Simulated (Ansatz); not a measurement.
Program: Ansatz. Geometries: PBE0-D4/def2-TZVP. ΔE: electronic, gas phase. CCSD(T)/CBS adds triple-zeta CCSD(T) − MP2 to the extrapolated MP2 energy (def2 sets, frozen cores). This one scheme is used for every species, atoms too. For atomizations the MP2-based limit and the directly extrapolated one differ by several kJ/mol either way, and by 10 to 25 for some Ge, Se and Sn compounds, so smaller differences from it don't rank the levels. DFT in def2-TZVPP. No spin–orbit coupling; open shells (•) take unrestricted orbitals. Spin–orbit coupling would lower the free atoms: a little for C, F, Si. One conformer a species, not always the lowest.

Consider the atomization: `C[SiH](F)N[SiH2]F` → C• + 2 F• + 7 H• + N• + 2 Si•.

```tsv
level	ΔE (kJ/mol)
revPBE-D4	4821.0
r2SCAN0-D4	4837.0
BHLYP-D4	4794.4
BLYP	4825.7
r2SCAN	4898.2
BHLYP	4759.3
CAM-B3LYP	4920.6
HF/def2-SVP	3603.5
```

Question: What does CCSD(T)/CBS give? (Estimate.)

Answer: The calculation gave: +4932.1 kJ/mol. The listed levels differ from it by -111.1, -95.1, -137.7, -106.4, -33.9, -172.8, -11.5, -1328.6 kJ/mol.

Largest T1 diagnostic among the species: 0.012.

From r2SCAN to r2SCAN0 (25 % exact exchange), in def2-TZVPP and without D4, ΔE moves by −69.6 kJ/mol: exact exchange takes away binding that semilocal exchange gives to molecules. At CCSD(T), def2-SVP lies −376.6 kJ/mol from the extrapolated value and def2-TZVPP −141.4 kJ/mol: correlation converges slowly with the basis, and small sets miss more of it in the bonded molecule than in its fragments.
